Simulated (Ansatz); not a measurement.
`CC[B@-]1(C)[Br+][B@-](C)(CC)[Br+]1` → 2 B• + 2 Br• + 6 C• + 16 H•  (atomization)

Computed with Ansatz on PBE0-D4/def2-TZVP structures; ΔE is electronic, products minus reactants. CCSD(T)/CBS is the MP2 limit (def2-TZVPP, def2-QZVPP) plus CCSD(T) − MP2 in def2-TZVPP, frozen cores. This one scheme is used for every species, atoms too. DFT in def2-TZVPP. HSE06 is defined as in plane-wave codes. Open shells (•) are unrestricted, without spin–orbit coupling. Spin–orbit coupling would lower the free atoms: a little for B, C; clearly for Br. For Br outer-core shells are correlated without core-valence functions, so the limit isn't a true one: a few kJ/mol of doubt a bond, and 10 to 20 or more in all where bonds break to atoms. Scalar relativity is left out up to krypton. One conformer a species, not always the lowest.

Task: What is ΔE at CCSD(T)/CBS? (Best estimate.)

Result: Computed: +9986.8 kJ/mol.

Task: What do these levels give: BHLYP-D4, r2SCAN, HSE06, CAM-B3LYP, LC-ωPBE, MP2/def2-SVP, MP2/def2-TZVPP, SCS-MP2/def2-TZVPP, CCSD(T)/def2-TZVPP, HF/def2-QZVPP, HF/CBS(def2), MP2/CBS(def2)? (Best estimate.)

Result: Ansatz gave: BHLYP-D4 9789.2, r2SCAN 10025.6, HSE06 10017.4, CAM-B3LYP 9932.0, LC-ωPBE 9948.8, MP2/def2-SVP 9698.8, MP2/def2-TZVPP 9918.7, SCS-MP2/def2-TZVPP 9840.2, CCSD(T)/def2-TZVPP 9776.4, HF/def2-QZVPP 7586.3, HF/CBS(def2) 7586.9, MP2/CBS(def2) 10129.1 kJ/mol.

Largest T1 diagnostic among the species: 0.014.

From PBE to PBE0 (25 % exact exchange), in def2-TZVPP and without D4, ΔE moves by −84.6 kJ/mol: exact exchange takes away binding that semilocal exchange gives to molecules. The D4 term adds +132.8 kJ/mol with B3LYP and +72.1 kJ/mol with PBE0; it sums over pairs of atoms, weighted by their polarisabilities, and B3LYP, whose exchange is more repulsive, gets the larger term.

B3LYP here is the variant with VWN-RPA as its local correlation; programs differ in this.

For atomizations the MP2-based limit and the directly extrapolated one differ by several kJ/mol either way, and by 10 to 25 for some Ge, Se and Sn compounds, so smaller differences from it don't rank the levels.
